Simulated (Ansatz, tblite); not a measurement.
Spin states of Ge₂C (the lowest singlet isomer of a short search), each relaxed with r2SCAN-D4/def2-TZVP in Ansatz. Electronic energies in the gas phase.

The xTB rows come from tblite. B3LYP takes the VWN-RPA correlation. HSE06 is defined as in plane-wave codes, on full-range PBE exchange. Correlated methods freeze 19 core orbitals; core or outer-core shells of Ge are correlated, in sets that lack core-valence functions. In CCSD on the charge 0 quintet the largest single amplitude is 0.20, so its Hartree–Fock determinant may place the open shell otherwise than the density functionals do. The structure comes from a short search, and lower isomers may exist.

Singlet geometry (C2v within 0.1 Å):

```xyz
3

Ge   -0.9523   -0.5736    1.1428
Ge    1.3333    0.3577   -0.7977
C    -0.3810    0.2158   -0.3451
```

Triplet geometry (D∞h within 0.1 Å):

| atom | x (Å) | y (Å) | z (Å) |
| --- | --- | --- | --- |
| Ge1 | -1.390 | 1.074 | 0.607 |
| Ge2 | 1.387 | -1.072 | -0.616 |
| C3 | 0.003 | -0.001 | 0.009 |

Quintet geometry (D∞h within 0.1 Å):

```xyz
3

Ge   -1.0106   -1.6741    0.2972
Ge    1.0146    1.6714   -0.2989
C    -0.0039    0.0027    0.0018
```

⟨S²⟩: triplet 2.01 at PBE0-D4/def2-TZVP (pure 2.00), quintet 6.02 at PBE0-D4/def2-TZVP (pure 6.00).

Run but left out: HF/STO-3G, HF/def2-TZVP, HF/def2-TZVPP, MP2/def2-TZVP, MP2/def2-TZVPP (triplet: ⟨S²⟩ 2.31 to 2.41, where a pure state has 2.00).

Only these spin states were relaxed.

Task: Estimate which spin state lies lowest at each of these levels, and by how much: GFN1-xTB; GFN2-xTB; PBE-D4/def2-TZVP; BLYP-D4/def2-TZVP; r2SCAN-D4/def2-TZVP; B3LYP-D4/def2-TZVP; PBE0-D4/def2-TZVP; HSE06-D4/def2-TZVP; ωB97M-V/def2-TZVP; RPA@PBE/def2-TZVP; CCSD/def2-TZVPP; CCSD(T)/def2-TZVPP.

Result: 
```json
{"level": "GFN1-xTB", "triplet − singlet (kJ/mol)": "188.4", "quintet − singlet (kJ/mol)": "465.8", "lowest of these": "singlet", "remarks": "–"}
{"level": "GFN2-xTB", "triplet − singlet (kJ/mol)": "209.6", "quintet − singlet (kJ/mol)": "475.4", "lowest of these": "singlet", "remarks": "–"}
{"level": "PBE-D4/def2-TZVP", "triplet − singlet (kJ/mol)": "195.3", "quintet − singlet (kJ/mol)": "364.1", "lowest of these": "singlet", "remarks": "–"}
{"level": "BLYP-D4/def2-TZVP", "triplet − singlet (kJ/mol)": "192.2", "quintet − singlet (kJ/mol)": "368.6", "lowest of these": "singlet", "remarks": "–"}
{"level": "r2SCAN-D4/def2-TZVP", "triplet − singlet (kJ/mol)": "179.8", "quintet − singlet (kJ/mol)": "343.7", "lowest of these": "singlet", "remarks": "–"}
{"level": "B3LYP-D4/def2-TZVP", "triplet − singlet (kJ/mol)": "188.8", "quintet − singlet (kJ/mol)": "367.3", "lowest of these": "singlet", "remarks": "–"}
{"level": "PBE0-D4/def2-TZVP", "triplet − singlet (kJ/mol)": "187.3", "quintet − singlet (kJ/mol)": "355.9", "lowest of these": "singlet", "remarks": "–"}
{"level": "HSE06-D4/def2-TZVP", "triplet − singlet (kJ/mol)": "186.6", "quintet − singlet (kJ/mol)": "353.3", "lowest of these": "singlet", "remarks": "–"}
{"level": "ωB97M-V/def2-TZVP", "triplet − singlet (kJ/mol)": "200.3", "quintet − singlet (kJ/mol)": "396.7", "lowest of these": "singlet", "remarks": "–"}
{"level": "RPA@PBE/def2-TZVP", "triplet − singlet (kJ/mol)": "197.6", "quintet − singlet (kJ/mol)": "368.4", "lowest of these": "singlet", "remarks": "–"}
{"level": "CCSD/def2-TZVPP", "triplet − singlet (kJ/mol)": "208.0", "quintet − singlet (kJ/mol)": "382.9", "lowest of these": "singlet", "remarks": "spin-contaminated (⟨S²⟩ 2.31) (triplet)"}
{"level": "CCSD(T)/def2-TZVPP", "triplet − singlet (kJ/mol)": "229.3", "quintet − singlet (kJ/mol)": "410.8", "lowest of these": "singlet", "remarks": "spin-contaminated (⟨S²⟩ 2.31) (triplet)"}
```

Change of the quintet − singlet gap on mixing in exact exchange, in kJ/mol: PBE to PBE0 (25 % exact exchange) -8.2; BLYP to B3LYP (20 % exact exchange) -1.4. The xTB methods have no term that favours high spin, so they put low spin too low.
